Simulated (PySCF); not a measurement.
Values are calculated unless marked as measured or tabulated.
## CH8ClN2Si2

CH8ClN2Si2 is a small molecule (built as: C site whose three back bonds go to NHSiH3, NHSiH3, Cl), neutral, doublet. The structure, one conformer, was relaxed in the gas phase by PBE0-D3(BJ)/def2-SVP. No frequency run checks that it is a minimum.

SMILES: [SiH3]N[C](Cl)N[SiH3]

| atom | x (Å) | y (Å) | z (Å) |
| --- | --- | --- | --- |
| C1 | -0.250 | 0.346 | -1.088 |
| N2 | 0.550 | 0.767 | -0.032 |
| Si3 | 2.300 | 0.635 | 0.098 |
| N4 | -1.524 | -0.044 | -0.738 |
| Si5 | -1.899 | -0.877 | 0.772 |
| Cl6 | 0.662 | -0.733 | -2.203 |
| H7 | 0.079 | 1.439 | 0.568 |
| H8 | 2.737 | -0.779 | 0.263 |
| H9 | 3.026 | 1.251 | -1.051 |
| H10 | 2.604 | 1.404 | 1.342 |
| H11 | -2.181 | -0.099 | -1.509 |
| H12 | -1.797 | 0.047 | 1.941 |
| H13 | -1.003 | -2.047 | 1.013 |
| H14 | -3.314 | -1.327 | 0.629 |

EPR values by unrestricted B3LYP, IGLO-III on C Cl N Si, pcH-1 on H.

Predict g and the largest hyperfine couplings. Where does the spin sit?

g = 2.0016, 2.0043, 2.0061. The spin sits on C1 (74 %, bonded to 1 Cl + 2 N) by Mulliken populations.
```
atom  isotope  isotropic (MHz)  dipolar, principal values (MHz)
  C1      13C            403.9              -62.7, -60.9, 123.6
 Cl6     35Cl             48.1               -23.4, -18.7, 42.0
 Si5     29Si            -47.9                  -13.3, 6.1, 7.2
  N4      14N             22.0                  -3.4, -2.9, 6.2
 H11       1H             13.0                 -8.1, -4.9, 13.0
  H9       1H             13.6                  -1.8, -1.5, 3.3
```

How do the isotropic couplings move with BHandHLYP?

C1 403.9 to 445.0 MHz, Cl6 48.1 to 47.8 MHz, Si5 -47.9 to -42.6 MHz, N4 22.0 to 19.0 MHz.
